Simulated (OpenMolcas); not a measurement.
# What dynamic correlation does to the levels of N3+

| Quantity | Value |
| --- | --- |
| Program | OpenMolcas 26.06 |
| Basis | ANO-L-VDZP [3s2p1d] |
| Scalar Hamiltonian | non-relativistic, point nucleus |
| Active space | 2 electrons in 8 orbitals (2s 2p 3s 3p) |
| State averaging | 2S+1 = 3 even, 3 roots; 2S+1 = 1 even, 1 root; 2S+1 = 3 odd, 3 roots; 2S+1 = 1 odd, 3 roots |
| Spin-orbit coupling | state interaction with AMFI integrals over the reference wave functions, term energies averaged over their components |

Methods on the same reference wave functions:
A. CASSCF
B. SS-CASPT2, IPEA 0.25 Eh, imaginary shift 0.1 Eh (closed shells correlated: 1s)

Energies in cm⁻¹ above 2s² ¹S₀, the measured ground level; measured values from Moore, Selected Tables of Atomic Spectra, NSRDS-NBS 3, section 4.

```
     Level       A       B  Measured
   2s² ¹S₀     0.0     0.0       0.0
2s 2p ³P°₀   73322   72413     67209
2s 2p ³P°₁   73375   72466     67272
2s 2p ³P°₂   73481   72572     67416
2s 2p ¹P°₁  144179  137716    130694
```

Deviations, from unrounded energies. A percentage is the sum of absolute deviations over the sum of measured energies, with the sign that they share, or ± where signs differ.

```csv
Against measurement,Levels,A,B
mean absolute deviation (cm-1),4,7900,5600
other configurations (%),4,+9.6,+6.8
```

B lies closest to measurement on these levels. The largest miss of B in the table is 2s 2p ¹P°₁, by +7000 cm-1. The ranking rests on the paired levels alone, and a cruder setting can come out closer through cancelling errors.

The lowest spin-free term lies below A's lowest term by 0.001 hartree in B.

Active for correlation alone: 3p 3s; no level in the range computed is led by a configuration that fills them, so any true level of that kind is missing. The basis is small and was not contracted for so high a charge. Measured partners are found by configuration, term and J. A level has none where our copy of the source lacks it or the pairing is in doubt (some pairs that miss far off the trend of their configuration count as doubtful), and it then counts in no deviation. Only configurations of the active space appear. Levels that lie high or do not pair safely by name in every column are left out.

° marks odd parity.
